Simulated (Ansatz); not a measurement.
Harmonic frequencies (cm⁻¹) at PBE0-D4/def2-TZVP from Ansatz: 32, 71, 220, 326, 357, 491, 534, 639, 736, 843, 881, 938, 1942, 2198, 2204.

Each molecule was computed in one conformer, which needn't be the lowest.

**Question.** Which molecule is it?
A. `[BH2][GaH][F]`
B. `[F][Al]([SiH3])[Cl]`
C. `F[SiH2][AlH][Cl]`
D. `[F][AlH][SiH2]Cl`

**Answer.** C.
